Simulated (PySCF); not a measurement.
Input of a run (PBE0-D3(BJ)/def2-SVP geometry optimisation, gas phase (PySCF 2.14.0)), started from GFN2-xTB:
```
{"job": {"xc": "PBE0", "basis": "def2-SVP", "d3": "d3bj", "grid": 1, "kind": "geom"}, "charge": 0, "multiplicity": 1}
C     -3.713094     1.070507    -0.335060
C     -2.537556     0.234291    -0.228180
C     -1.569920    -0.467087    -0.138773
C     -0.398437    -1.314593    -0.031643
C      0.874509    -0.563341     0.242206
C      0.919036     0.817637     0.390079
C      2.133462     1.432648     0.646731
N      3.273119     0.773253     0.763764
C      3.251467    -0.538691     0.626586
C      2.085683    -1.244388     0.366113
Cl     2.143306    -2.967594     0.199097
H     -3.474859     1.983659    -0.880333
H     -4.500168     0.537378    -0.867595
H     -4.074805     1.334890     0.658446
H     -0.552982    -2.044532     0.771339
H     -0.278396    -1.883607    -0.960528
H      0.009523     1.392065     0.305246
H      2.200734     2.505299     0.765860
H      4.199573    -1.048545     0.729510
```

Output (energies in Eh, forces in Eh/bohr):
```
step   0  E = -861.61796501  max force = 0.017583
step   1  E = -861.62002525  max force = 0.002006
step   2  E = -861.62004312  max force = 0.000605
step   3  E = -861.62004269  max force = 0.000965
step   4  E = -861.62004994  max force = 0.000310
optimisation converged
```

Problem. Summarise the run.

Solution. The energy falls by 5.5 kJ/mol over 5 energy and gradient evaluations, the largest force component goes from 0.0176 to 3.1e-04 Eh/bohr, and the atoms move by 0.048 Å rms after alignment. Among the bonds, C2≡C3, C6–H17, C7–H18 and C9–H19 change most and about equally (+0.013 to +0.014 Å). Bonds longer at the end by more than 0.005 Å: 16 of 19; shorter: 0. Among the angles that change most is H15–C4–H16, from 106.9° to 104.5°. The energy never rose by more than 1e-6 Eh on the way. The first step brought 99 % of the lowering.

Problem. What are the final bond lengths?

Solution. C1–C2 1.454 Å, C2≡C3 1.212 Å, C3–C4 1.455 Å, C4–C5 1.508 Å, C5–C6 1.395 Å, C6–C7 1.393 Å, C7–N8 1.330 Å, N8–C9 1.326 Å, C9–C10 1.395 Å, C10–Cl11 1.732 Å, C5–C10 1.400 Å, C1–H12 1.101 Å, C1–H13 1.101 Å, C1–H14 1.101 Å, C4–H15 1.105 Å, C4–H16 1.105 Å, C6–H17 1.092 Å, C7–H18 1.096 Å, C9–H19 1.095 Å. Numbering counts from 1 in the input's order; the species is `CC#CCc1ccncc1Cl`.

The run used 198 basis functions and 35 SCF cycles in all.

Whether it is a minimum is left open (no frequencies). One conformer, not necessarily the lowest.

Conformer computed: `[CH3:1][C:2]#[C:3][CH2:4][c:5]1[cH:6][cH:7][n:8][cH:9][c:10]1[Cl:11]`: C3–C4–C5–C6 0°.
